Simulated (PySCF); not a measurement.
CH8Ge2, SMILES [GeH3][CH2][GeH3]. The structure is a stationary point at PBE-D3(BJ)/def2-SVP.

Computed equilibrium geometry at PBE-D3(BJ)/def2-SVP (PySCF confirms it by a frequency run) as Cartesian coordinates in Å, and its point group:
point group C2v.
```xyz
11

Ge     1.6545     0.0000    -0.1042
C      0.0000     0.0000     0.9680
Ge    -1.6545     0.0000    -0.1042
H      2.9021     0.0000     0.8211
H      1.6986     1.2616    -1.0073
H      1.6986    -1.2616    -1.0073
H      0.0000    -0.8942     1.6241
H      0.0000     0.8942     1.6241
H     -1.6986     1.2616    -1.0073
H     -1.6986    -1.2616    -1.0073
H     -2.9021     0.0000     0.8211
```
Charge 0, spin multiplicity 1.
